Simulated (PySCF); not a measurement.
CH₄N (SMILES [CH2]N), doublet, at a GFN2-xTB geometry; DF-R2SCAN/cc-pVDZ (PySCF).

PySCF was given this input:
```python
from pyscf import gto, scf, dft

mol = gto.M(
    atom='''
C    -0.713838    0.053408   -0.146238
N     0.642680   -0.048026    0.156291
H    -1.303789   -0.827503    0.021658
H    -1.165170    1.013496    0.017364
H     1.189671    0.752329   -0.129768
H     1.063558   -0.922583   -0.125860
''',
    basis='cc-pvdz',
    charge=0,
    spin=1,
    verbose=4,
)

mf = dft.UKS(mol)
mf.xc = 'r2scan'
mf = mf.density_fit(auxbasis='def2-universal-jkfit')
mf.kernel()
```

**Question.** What does PySCF print? Leave out banner, timings and long lists.

**Answer.** 
```
PySCF version 2.14.0

[INPUT] verbose = 4
[INPUT] num. atoms = 6
[INPUT] num. electrons = 17
[INPUT] charge = 0
[INPUT] spin (= nelec alpha-beta = 2S) = 1
[INPUT] symmetry False subgroup None
[INPUT] Mole.unit = angstrom
[INPUT] Symbol           X                Y                Z      unit          X                Y                Z       unit  Magmom
[INPUT]  1 C     -0.713838000000   0.053408000000  -0.146238000000 AA   -1.348958317307   0.100926492861  -0.276349769004 Bohr   0.0
[INPUT]  2 N      0.642680000000  -0.048026000000   0.156291000000 AA    1.214489185735  -0.090755986858   0.295347185734 Bohr   0.0
[INPUT]  3 H     -1.303789000000  -0.827503000000   0.021658000000 AA   -2.463804134221  -1.563754037256   0.040927688406 Bohr   0.0
[INPUT]  4 H     -1.165170000000   1.013496000000   0.017364000000 AA   -2.201852188559   1.915229868342   0.032813204427 Bohr   0.0
[INPUT]  5 H      1.189671000000   0.752329000000  -0.129768000000 AA    2.248152368337   1.421695765568  -0.245225979733 Bohr   0.0
[INPUT]  6 H      1.063558000000  -0.922583000000  -0.125860000000 AA    2.009833337590  -1.743429197180  -0.237840930038 Bohr   0.0

nuclear repulsion = 37.2575820001732
number of shells = 22
number of NR pGTOs = 80
number of NR cGTOs = 48
basis = cc-pvdz
ecp = {}

******** <class 'pyscf.df.df_jk.DFUKS'> ********
method = DFUKS
initial guess = minao
damping factor = 0
level_shift factor = 0
DIIS = <class 'pyscf.scf.diis.CDIIS'>
diis_start_cycle = 1
diis_space = 8
diis_damp = 0
SCF conv_tol = 1e-09
SCF conv_tol_grad = None
SCF max_cycles = 50
direct_scf = False
number electrons alpha = 9  beta = 8
XC library pyscf.dft.libxc version 7.1.2
    S. Lehtola, C. Steigemann, M. J. T. Oliveira, and M. A. L. Marques,  SoftwareX 7, 1–5 (2018)
XC functionals = r2scan
    J. W. Furness, A. D. Kaplan, J. Ning, J. P. Perdew, and J. Sun,  J. Phys. Chem. Lett. 11, 8208–8215 (2020)
    J. W. Furness, A. D. Kaplan, J. Ning, J. P. Perdew, and J. Sun,  J. Phys. Chem. Lett. 11, 9248–9248 (2020)
    J. W. Furness, A. D. Kaplan, J. Ning, J. P. Perdew, and J. Sun,  J. Phys. Chem. Lett. 11, 8208–8215 (2020)
    J. W. Furness, A. D. Kaplan, J. Ning, J. P. Perdew, and J. Sun,  J. Phys. Chem. Lett. 11, 9248–9248 (2020)
radial grids:
    Treutler-Ahlrichs [JCP 102, 346 (1995); DOI:10.1063/1.469408] (M4) radial grids

becke partition: Becke, JCP 88, 2547 (1988); DOI:10.1063/1.454033
pruning grids: <function nwchem_prune>
grids dens level: 3
symmetrized grids: False
atomic radii adjust function: <function treutler_atomic_radii_adjust>
small_rho_cutoff = 0
Set gradient conv threshold to 3.16228e-05
tot grids = 67256
init E= -95.1703432848542

cycle= 1 E= -95.1170061649596  delta_E= 0.0533  |g|= 0.224  |ddm|= 1.54
cycle= 2 E= -95.1107081331707  delta_E= 0.0063  |g|= 0.264  |ddm|= 0.405
cycle= 3 E= -95.1453234987231  delta_E= -0.0346  |g|= 0.0259  |ddm|= 0.228
cycle= 4 E= -95.1454810270266  delta_E= -0.000158  |g|= 0.0203  |ddm|= 0.0341
cycle= 5 E= -95.1456886432305  delta_E= -0.000208  |g|= 0.00607  |ddm|= 0.0184
cycle= 6 E= -95.1457076384515  delta_E= -1.9e-05  |g|= 0.000714  |ddm|= 0.00551
cycle= 7 E= -95.1457082946957  delta_E= -6.56e-07  |g|= 0.000252  |ddm|= 0.00142
cycle= 8 E= -95.1457083499266  delta_E= -5.52e-08  |g|= 6.61e-05  |ddm|= 0.000475
cycle= 9 E= -95.1457083540617  delta_E= -4.14e-09  |g|= 1.19e-05  |ddm|= 0.000126
cycle= 10 E= -95.1457083541991  delta_E= -1.37e-10  |g|= 3.43e-06  |ddm|= 2.07e-05
Extra cycle  E= -95.145708354207  delta_E= -7.9e-12  |g|= 2.54e-06  |ddm|= 5.89e-06
converged SCF energy = -95.145708354207  <S^2> = 0.75440203  2S+1 = 2.0043972
```
